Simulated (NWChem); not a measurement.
System: C4H8; SMILES CCC=C

Here is an NWChem input.

```
start job
memory heap 200 mb stack 900 mb global 1100 mb
geometry units angstroms noautoz
  C      0.047291     1.864571    -0.275826
  C      0.196102     0.721484     0.395690
  C     -0.574644    -0.538954     0.153948
  C      0.316020    -1.723280    -0.210069
  H     -0.689736     1.962364    -1.080188
  H      0.651865     2.746154    -0.046652
  H      0.952397     0.674208     1.191484
  H     -1.144756    -0.788168     1.067671
  H     -1.320433    -0.366463    -0.639684
  H      0.880240    -1.525965    -1.134634
  H     -0.277738    -2.637219    -0.364104
  H      1.049002    -1.933931     0.585194
end
basis spherical
  * library def2-tzvp
end
dft
  xc b3lyp
  iterations 150
  semidirect filesize 400000000
  mulliken
end
task dft energy
```

Coordinates come from a PBE0/def2-SVP optimisation.

Q: What results follow from this input? (B3LYP/def2-TZVP.) Quantities: basis functions; energy (Ha); highest occupied level (eV); orbital gap (eV); dipole (D).

A: 
| Quantity | Value |
|---|---|
| number of basis functions | 172 |
| energy (Ha) | -157.29 |
| highest occupied level (eV) | -7.13 |
| orbital gap (eV) | 7.21 |
| dipole (D) | 0.41 |
